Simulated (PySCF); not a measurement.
Gas-phase reaction: 3 SiH₄ + 3 SiO₂ → 2 (H₂SiO)₃

Computed with PySCF and rigid-rotor harmonic-oscillator thermochemistry at 1 bar. † marks an energy on the PBE0/def2-TZVP geometry and frequencies; other levels use their own. CCSD(T) freezes the core. All species are closed-shell singlets. (H₂SiO)₃: computed as isolated molecules; such fragments, hydroxides, amides, oligomers or adducts are transient or little studied in the gas. CCSD(T) isn't extrapolated to the basis-set limit. The harmonic model lacks anharmonicity and excited electronic states, which grow with temperature; levels with a mode under 35 cm⁻¹ are left out. Soft modes under 120 cm⁻¹ make the harmonic entropy rough for (H₂SiO)₃. Warning, large T1 diagnostic: SiO₂ (CCSD(T)/def2-SVP†).

| level | ΔE electronic, kJ | ΔH°(298 K), kJ | ΔS°(298 K), J/K | ΔG°(1800 K), kJ |
|---|---|---|---|---|
| BLYP/def2-TZVP† | -1402 | -1361 | -605 | -317 |
| CCSD(T)/def2-SVP† | -1596 | -1556 | -605 | -511 |
| PBE/def2-SVP | -1494 | -1456 | -588 | -445 |
| PBE/def2-TZVP† | -1491 | -1450 | -605 | -406 |
| PBE0/def2-TZVP | -1680 | -1640 | -605 | -595 |
ΔH° is lowest at PBE0/def2-TZVP and highest at BLYP/def2-TZVP†. No reference value is set beside these.
